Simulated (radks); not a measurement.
The numbers below are computed, except where a source is named.
Ionisation of Cs13+, [Kr] 4d6, to Cs14+, [Kr] 4d5, under several functionals. Scalar-relativistic Kohn-Sham, spin-unpolarised, spherical densities, finite nucleus; a radial shooting solver on a logarithmic mesh with Libxc functionals.

functional	E(Cs13+) (hartree)	Exc (hartree)	IE (eV)	-e(HOMO) (eV)	<r> HOMO (bohr)	IE error (eV)
BLYP	-7730.1360	-183.5664	321.28	306.85	0.7565	+5.3
exchange-only PBE	-7727.0163	-180.4296	319.82	305.39	0.7570	+3.8
Wu-Cohen GGA	-7728.5635	-181.9939	321.56	307.13	0.7557	+5.6
PW91	-7730.3912	-183.8338	321.69	307.26	0.7560	+5.7
revPBE	-7729.7030	-183.1460	321.54	307.11	0.7558	+5.5
r2SCAN	-7730.3532	-183.3803	321.93	307.61	0.7559	+5.9

NIST Atomic Spectra Database: 316 eV (theoretical). Closest: exchange-only PBE. The Delta-SCF values span 2.11 eV, the total energies 3.37 hartree. The highest occupied level is 4d. Spin polarisation and multiplet splitting are left out, so open shells lie too high by an amount that depends on their filling. Spin-orbit splitting is averaged out at the scalar-relativistic level.

Beside tabulated values, note that spin-unpolarised runs miss the spin-polarisation part of the exchange energy of open shells.
